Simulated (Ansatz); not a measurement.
Computed with Ansatz on PBE0-D4/def2-TZVP structures; ΔE is electronic, products minus reactants. CCSD(T)/CBS is the MP2 limit (def2-TZVPP, def2-QZVPP) plus CCSD(T) − MP2 in def2-TZVPP, frozen cores. This one scheme is used for every species, atoms too. DFT in def2-TZVPP. No spin–orbit coupling; open shells (•) take unrestricted orbitals. Spin–orbit coupling would lower the free atoms: a little for B, C, F.

Reaction (atomization): `BC1(F)NB1C` → 2 B• + 2 C• + F• + 6 H• + N•

`BC1(F)NB1C`:

```xyz
12

B     1.564   -0.152   -0.383
C     1.042   -0.638    0.920
F     0.963   -1.910    1.335
N     0.053    0.194    1.441
B    -0.225    0.241    0.084
C    -1.450    0.469   -0.835
H     1.924   -0.905   -1.235
H     1.759    1.034   -0.449
H    -0.361    0.174    2.357
H    -2.271    0.981   -0.329
H    -1.816   -0.508   -1.169
H    -1.181    1.022   -1.736
```

| level | ΔE (kcal/mol) | difference from CCSD(T)/CBS |
| --- | --- | --- |
| r2SCAN-D4 | 1139.6 | 19.5 |
| ωB97X-V | 1131.1 | 11.0 |
| r2SCAN | 1138.3 | 18.2 |
| PBE0 | 1139.0 | 18.9 |
| MP2/def2-TZVPP | 1120.6 | 0.5 |
| CCSD/def2-TZVPP | 1072.2 | -47.9 |
| CCSD(T)/def2-TZVPP | 1092.3 | -27.8 |
| SCS-MP2/def2-QZVPP | 1126.4 | 6.3 |
| HF/CBS(def2) | 815.6 | -304.5 |
| MP2/CBS(def2) | 1148.4 | 28.3 |
| CCSD(T)/CBS | 1120.1 | 0 |

Largest T1 diagnostic among the species: 0.014.

From PBE to PBE0 (25 % exact exchange), in def2-TZVPP and without D4, ΔE moves by −25.3 kcal/mol: exact exchange takes away binding that semilocal exchange gives to molecules. In def2-TZVPP, CCSD(T) changes the Hartree–Fock value by +278.3 kcal/mol (the triples alone add +20.1 kcal/mol) and MP2 by +306.6 kcal/mol; breaking electron pairs costs correlation energy, which Hartree–Fock lacks. The D4 term adds +8.5 kcal/mol with B3LYP and +4.5 kcal/mol with PBE0; it sums over pairs of atoms, weighted by their polarisabilities, and B3LYP, whose exchange is more repulsive, gets the larger term.

B3LYP here is the variant with VWN-RPA as its local correlation; programs differ in this.

For atomizations the MP2-based limit and the directly extrapolated one differ by several kJ/mol either way, and by 10 to 25 for some Ge, Se and Sn compounds, so smaller differences from it don't rank the levels.
